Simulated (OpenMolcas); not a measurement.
## Si: effect of the IPEA shift

```yaml
Program: OpenMolcas 26.06
Basis: ANO-RCC-VTZP [5s4p2d1f]
Scalar_Hamiltonian: DKH2, point nucleus
Active_space: 4 electrons in 9 orbitals (RAS2 3s 3p; RAS3 3d, at most 2 electrons)
State_averaging: 2S+1 = 3 even, 3 roots; 2S+1 = 1 even, 6 roots; 2S+1 = 5 odd, 1 root; 2S+1 = 3 odd, 8 roots; 2S+1 = 1 odd, 5 roots
Spin-orbit_coupling: state interaction with AMFI integrals over the reference wave functions, term energies averaged over their components
```

Methods on the same reference wave functions:
A. RASSCF
B. SS-RASPT2, IPEA 0 Eh, imaginary shift 0.1 Eh (closed shells correlated: 2s 2p)
C. SS-RASPT2, IPEA 0.25 Eh, imaginary shift 0.1 Eh (closed shells correlated: 2s 2p)

Energies in cm-1 above 3s2 3p2 3P0, the measured ground level; measured values from NIST Handbook of Basic Atomic Spectroscopic Data.

```csv
Level,A,B,C,Measured
3s2 3p2 3P0,0.0,0.0,0.0,0.0
3s2 3p2 3P1,66.9,67.3,67.3,77.1
3s2 3p2 3P2,196,196,196,223
3s2 3p2 1D2,8693,6560,6620,6299
3s2 3p2 1S0,19438,15610,15930,15394
3s 3p3 5S* 2,29112,31390,31380,33326
3s 3p3 3D* 1,46806,45820,46070,45276
3s 3p3 3D* 2,46812,45820,46070,45294
3s 3p3 3D* 3,46824,45840,46090,45322
```

Deviations, from unrounded energies. A percentage is the sum of absolute deviations over the sum of measured energies, with the sign that they share, or ± where signs differ.

```
                        Against measurement  Levels      A      B      C
             mean absolute deviation (cm-1)       8   1900    500    650
      fine structure of the ground term (%)       2  -12.4  -12.2  -12.2
other terms of the ground configuration (%)       2  +29.7   +2.2   +4.0
                   other configurations (%)       4   ±5.2   ±2.1   ±2.5
```

B lies closest to measurement on these levels and A furthest from it. The largest miss of B in the table is 3s 3p3 5S* 2, by -1900 cm-1. The ranking rests on the paired levels alone, and a cruder setting can come out closer through cancelling errors.

Between B and C the level of the table that moves most is 3s2 3p2 1S0, by 320 cm-1 (lowest in B, highest in C). Moves below CASPT2's spread within the term are not significant.

From A to B the spin-free energies of the other terms of 3s2 3p2 shown, above 3P, scale by factors of 0.75 to 0.80.

The lowest spin-free term lies below A's lowest term by 0.038 hartree in B, 0.037 hartree in C.

The run also gave levels led by 3s2 3p 3d, which use shells meant for correlation; these and all levels above them are left out. Some terms mix strongly with configurations of 3d, whose occupation reaches 0.28 (3s 3p3 3D*). Without dynamic correlation excited terms often stand tens of per cent too high (terms of higher spin than the ground term too low), and those without a measured partner can miss by more than the paired ones (holds for A). Measured partners are found by configuration, term and J. A level has none where our copy of the source lacks it or the pairing is in doubt (some pairs that miss far off the trend of their configuration count as doubtful), and it then counts in no deviation. Levels of configurations outside the active space are missing. Levels that lie high or do not pair safely by name in every column are left out.

* marks odd parity.
